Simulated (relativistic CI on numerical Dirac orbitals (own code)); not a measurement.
# Slater and spin-orbit integrals, Pd XIII

Calculated at this level of theory: Dirac-Coulomb-Breit CI, KLI orbitals optimised for each configuration, QED by a radiative potential, unscaled Slater integrals (own radial code, finite nucleus).

Slater integrals F^k, G^k are unscaled and averaged over j, outside the closed core [Ar] 3d10; ζ comes from projecting the Hamiltonian with its Breit term on Σ l·s of the shell.

- 4s2 4p4: F^2(4p,4p) = 114820, ζ(4p) = 31496 cm⁻¹; <r>(4p) = 0.9098, <r^2>(4p) = 0.9335 (bohr units).
- 4s 4p5: G^1(4s,4p) = 151680, ζ(4p) = 31424 cm⁻¹; <r>(4s) = 0.8653, <r^2>(4s) = 0.8403, <r>(4p) = 0.9099, <r^2>(4p) = 0.9339 (bohr units).
- 4s2 4p3 4d: F^2(4p,4p) = 114900, ζ(4p) = 31706, F^2(4p,4d) = 107730, G^1(4p,4d) = 136610, G^3(4p,4d) = 86147, ζ(4d) = 3139.7 cm⁻¹; <r>(4p) = 0.9089, <r^2>(4p) = 0.9318, <r>(4d) = 0.9893, <r^2>(4d) = 1.116 (bohr units).

Averages of the first 10 configurations, taken without configuration mixing, which lowers the lowest level and can move excited configurations by several eV; other configurations of the list can lie among them:

```csv
Configuration,Parity,States,Average energy above the lowest level (eV)
4s2 4p4,even,15,6.8
4s 4p5,odd,12,50.4
4p6,even,1,99.3
4s2 4p3 4d,odd,200,67.8
4s 4p4 4d,even,300,109.3
4s2 4p3 4f,even,280,130.8
4s 4p4 4f,odd,420,172.6
4p5 4d,odd,60,156.0
4s 4p3 4d2,odd,1800,169.7
4s2 4p3 5s,odd,40,128.0
```
